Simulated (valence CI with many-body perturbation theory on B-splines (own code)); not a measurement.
# E1 transitions of Zr8+

Computed by relativistic CI+MBPT: four valence electrons over a frozen Dirac-Fock core [Ar] 3d10, a basis of 11 s, 11 p, 9 d, 7 f, 5 g, 2 h, 1 i functions for each j, with the one-electron correlation potential Σ1 (screened to all orders), the two-electron term Σ2, the three-electron term Σ3, Breit, model QED; selected single and double excitations, second order for the rest, scaled by the run's own slope (own B-spline code, finite nucleus).

No measured spectrum was set against this ion. As an estimate, levels hold to about 250 cm⁻¹ or 0.2 % of their energy and the worst to 1 %, as in measured heavy ions of charge 2 to 7; those with d or f electrons hold less well. Among the levels kept, up to 350 cm⁻¹ of a level comes from second order outside the variational space, and about a tenth of that is noise between levels of different J, which matters for small intervals.

Lines 101 to 150 of 227 in falling wavelength, among levels below 575200 cm⁻¹, chosen from the strongest by gf and those to the six lowest levels. Wavelengths and rates use the calculated energies, so an error of 500 cm⁻¹ moves a line at 34.06 nm by 0.17 % and its rate by three times that or more. Electric multipoles are in the length gauge, E1 and E2 with the static RPA response of the core. Weak lines are less certain than strong ones. Lines between different terms over intervals too small for the method are left out, as are lines whose strength nearly cancels. Where a level lies close to another of its J and parity, the split of strength between their lines is uncertain. The highest levels of a list are the least certain.

Names give the largest LS component (configuration and term), which can be under half, so a name can repeat, a term be missing and a line seem to break the LS rules; names also repeat where a configuration has a term twice. Letters in brackets count levels of one name in rising energy.

| λ vac (nm) | Upper | Lower | A (s⁻¹) | log gf | Branch % |
| --- | --- | --- | --- | --- | --- |
| 34.06 | 4s 4p2 4d 3F_2 [a] | 4s 4p3 3D°_1 | 8.56e+08 | -1.13 | 50.5 |
| 34.01 | 4s 4p2 4d 3P_1 [a] | 4s 4p3 3P°_0 | 3.29e+09 | -0.77 | 8.5 |
| 33.48 | 4s2 4p 4d 3F°_2 | 4s2 4p2 3P_2 | 9.30e+08 | -1.11 | 45.0 |
| 33.42 | 4s 4p2 4d 3P_0 [a] | 4s 4p3 3P°_1 | 1.66e+10 | -0.56 | 44.0 |
| 33.28 | 4s2 4p 4d 3P°_1 | 4s2 4p2 1S_0 | 2.73e+06 | -3.87 | 0.0 |
| 32.93 | 4s 4p2 4d 5P_3 | 4s 4p3 3D°_3 | 6.97e+08 | -1.10 | 1.0 |
| 32.89 | 4s 4p2 4d 1P_1 | 4s 4p3 1D°_2 | 1.66e+10 | -0.09 | 47.7 |
| 32.86 | 4s 4p3 1P°_1 | 4s2 4p2 3P_0 | 7.52e+08 | -1.44 | 2.2 |
| 32.67 | 4s2 4p 4d 3F°_3 | 4s2 4p2 3P_2 | 1.60e+09 | -0.75 | 98.5 |
| 32.64 | 4s2 4p 4d 3F°_2 | 4s2 4p2 3P_1 | 3.39e+08 | -1.57 | 16.4 |
| 32.63 | 4s 4p2 4d 5F_1 | 4s 4p3 5S°_2 | 1.74e+07 | -3.08 | 6.2 |
| 32.60 | 4s 4p2 4d 5P_2 | 4s 4p3 3D°_3 | 5.58e+09 | -0.35 | 8.8 |
| 32.55 | 4s2 4p 4d 3P°_2 | 4s2 4p2 1D_2 | 1.07e+10 | -0.07 | 20.8 |
| 32.50 | 4s 4p2 4d 3F_3 [c] | 4s 4p3 1D°_2 | 1.52e+09 | -0.77 | 3.2 |
| 32.46 | 4s 4p2 4d 3P_2 | 4s 4p3 3D°_3 | 1.02e+10 | -0.09 | 21.2 |
| 32.39 | 4s 4p2 4d 5F_2 | 4s 4p3 5S°_2 | 1.33e+08 | -1.98 | 38.3 |
| 32.33 | 4s 4p2 4d 3D_2 [a] | 4s 4p3 3P°_2 | 1.38e+09 | -0.97 | 3.9 |
| 32.15 | 4s 4p2 4d 5P_2 | 4s 4p3 3D°_2 | 3.09e+09 | -0.62 | 4.9 |
| 32.01 | 4s 4p2 4d 3P_2 | 4s 4p3 3D°_2 | 1.00e+10 | -0.11 | 20.8 |
| 32.01 | 4s 4p2 4d 3D_1 [a] | 4s 4p3 3P°_1 | 2.22e+09 | -0.99 | 6.3 |
| 32.00 | 4s 4p2 4d 5F_3 | 4s 4p3 5S°_2 | 2.90e+08 | -1.51 | 74.0 |
| 31.97 | 4s 4p2 4d 3P_2 | 4s 4p3 3D°_1 | 1.94e+09 | -0.83 | 4.0 |
| 31.75 | 4s2 4p 4d 3D°_1 | 4s2 4p2 1D_2 | 8.57e+08 | -1.41 | 1.2 |
| 31.70 | 4s 4p2 4d 1F_3 | 4s 4p3 3P°_2 | 2.84e+09 | -0.52 | 8.0 |
| 31.23 | 4s2 4p 4d 1D°_2 | 4s2 4p2 1D_2 | 2.35e+10 | 0.23 | 41.2 |
| 31.12 | 4s 4p2 4d 3P_1 [a] | 4s 4p3 3D°_2 | 7.57e+09 | -0.48 | 19.5 |
| 31.09 | 4s 4p2 4d 3P_1 [a] | 4s 4p3 3D°_1 | 1.63e+10 | -0.15 | 42.0 |
| 30.95 | 4s 4p2 4d 5D_1 | 4s 4p3 5S°_2 | 5.24e+08 | -1.65 | 46.6 |
| 30.84 | 4s 4p2 4d 5D_2 | 4s 4p3 5S°_2 | 1.56e+09 | -0.95 | 78.8 |
| 30.83 | 4s 4p2 4d 3G_4 | 4s 4p3 3D°_3 | 6.67e+08 | -1.07 | 26.4 |
| 30.68 | 4s 4p2 4d 5D_3 | 4s 4p3 5S°_2 | 2.44e+09 | -0.62 | 94.8 |
| 30.55 | 4s2 4p 4d 3P°_1 | 4s2 4p2 1D_2 | 4.78e+09 | -0.70 | 7.3 |
| 30.49 | 4s2 4p 4d 3P°_2 | 4s2 4p2 3P_2 | 2.08e+10 | 0.16 | 40.6 |
| 30.48 | 4s 4p2 4d 3D_1 [b] | 4s 4p3 3P°_1 | 2.48e+09 | -0.98 | 5.0 |
| 30.46 | 4s 4p2 4d 3P_0 [a] | 4s 4p3 3D°_1 | 1.84e+10 | -0.59 | 48.7 |
| 30.38 | 4s2 4p 4d 3D°_3 | 4s2 4p2 1D_2 | 6.96e+09 | -0.17 | 8.9 |
| 30.34 | 4s 4p2 4d 3D_1 [b] | 4s 4p3 3P°_0 | 1.17e+10 | -0.31 | 23.6 |
| 30.32 | 4s2 4p 4d 3D°_2 | 4s2 4p2 1D_2 | 1.71e+10 | 0.07 | 24.1 |
| 30.32 | 4s 4p2 4d 1P_1 | 4s 4p3 3P°_2 | 6.48e+09 | -0.57 | 18.6 |
| 30.24 | 4s 4p2 4d 3D_2 [b] | 4s 4p3 3P°_1 | 1.95e+10 | 0.13 | 44.8 |
| 30.01 | 4s 4p2 4d 1P_1 | 4s 4p3 3P°_0 | 1.98e+09 | -1.10 | 5.7 |
| 29.98 | 4s 4p2 4d 3F_3 [c] | 4s 4p3 3P°_2 | 8.97e+08 | -1.07 | 1.9 |
| 29.91 | 4s 4p2 4d 3P_0 [b] | 4s 4p3 3P°_1 | 3.89e+10 | -0.28 | 71.5 |
| 29.87 | 4s 4p2 4d 3P_1 [b] | 4s 4p3 3P°_2 | 4.41e+09 | -0.75 | 8.4 |
| 29.80 | 4s 4p2 4d 3D_2 [a] | 4s 4p3 3D°_3 | 8.50e+09 | -0.25 | 24.2 |
| 29.79 | 4s2 4p 4d 1P°_1 | 4s2 4p2 1S_0 | 6.02e+10 | 0.38 | 98.5 |
| 29.79 | 4s2 4p 4d 3P°_2 | 4s2 4p2 3P_1 | 1.99e+10 | 0.12 | 38.7 |
| 29.78 | 4s2 4p 4d 3D°_1 | 4s2 4p2 3P_2 | 3.09e+09 | -0.91 | 4.5 |
| 29.71 | 4s 4p2 4d 3P_1 [b] | 4s 4p3 3P°_1 | 2.22e+10 | -0.05 | 42.4 |
| 29.70 | 4s 4p2 4d 3D_3 | 4s 4p3 3D°_3 | 1.89e+10 | 0.24 | 69.8 |

How does gf follow from A for the line at 32.63 nm?

gf = 1.4992 × (2J+1)_upper × A / σ², with σ = 306484 cm⁻¹ and 2J+1 = 3: gf = 0.000835.
